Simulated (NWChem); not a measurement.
A series in which one site is exchanged, each optimised at PBE0/def2-SVP with NWChem, gas phase unless a solvent is named. For some, no frequency run checked for a minimum. def2 effective core potentials on In, I; no spin-orbit coupling.

A: BI (BH2I; site = B)
B: [GaH2][I] (GaH$_{2}$I; site = Ga)
C: [InH2][I] (InH₂I; site = In)
D: [AlH2][I] (AlH2I; site = Al)

Problem. Rank them by static polarisability, B3LYP/def2-SVPD (bohr³), lowest first.

Solution. A (51.2), D (66.0), B (68.2), C (78.0)
